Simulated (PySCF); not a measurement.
## SnF⁺: energy against distance

Set-up: Sn x2c-SVPall, F x2c-SVPall; spin-free X2C with a Gaussian nucleus (PySCF 2.14). Energies in eV from Sn⁺ + F in their ground configurations at the same level. State: ¹Σ⁺ (singlet), closed shell.

Curves on a restricted Hartree–Fock reference rise too fast on stretching and do not dissociate correctly.

```
R (Å)     M06  RHF-CCSD     RHF
1.640  -3.630            -1.438
1.716  -4.547    -3.795  -2.309
1.793  -5.049    -4.292  -2.758
1.850  -5.226    -4.462  -2.895
1.907  -5.277    -4.505  -2.905
1.964  -5.232    -4.450  -2.820
2.041  -5.063    -4.266  -2.599
2.136  -4.737    -3.918  -2.207
2.250  -4.249    -3.402  -1.642
2.403  -3.538            -0.830
```

Q: Put a parabola through the three lowest points of the M06 curve and estimate Re, k and ωe (reduced mass 16.4 u; 1 eV/Å² = 0.16022 mdyn/Å; ωe = 1302.8·√(k/μ) cm⁻¹).

A: Through R = 1.85, 1.907, 1.964 Å the second-order coefficient is 14.8 eV/Å², so Re ≈ 1.909 Å, k ≈ 4.73 mdyn/Å and ωe ≈ 700 cm⁻¹. A polynomial fit of higher order to the unrounded M06 energies gives Re = 1.906 Å, k = 4.69 mdyn/Å, ωe = 697 cm⁻¹; anharmonicity and rounding make the difference.

The higher-order fit for each curve: M06: Re = 1.906 Å, ωe = 697 cm⁻¹, De = 5.28 eV; RHF-CCSD: Re = 1.901 Å, ωe = 711 cm⁻¹, De = 4.51 eV; RHF: Re = 1.883 Å, ωe = 736 cm⁻¹, De = 2.91 eV.

Correlated steps freeze 19 core orbitals. Correlated levels converge slowly with the basis: in double zeta they bind strong bonds too weakly, by up to about 1 eV, and carry superposition errors of some tenths. Spin–orbit coupling is left out, which matters for elements this heavy, above all for dissociation energies. For an ion De counts to the pair picked by the measured ionisation energies or electron affinities, which need not be the lowest pair at this level. Where the molecule has an RHF reference, its open-shell atoms are computed with UHF.
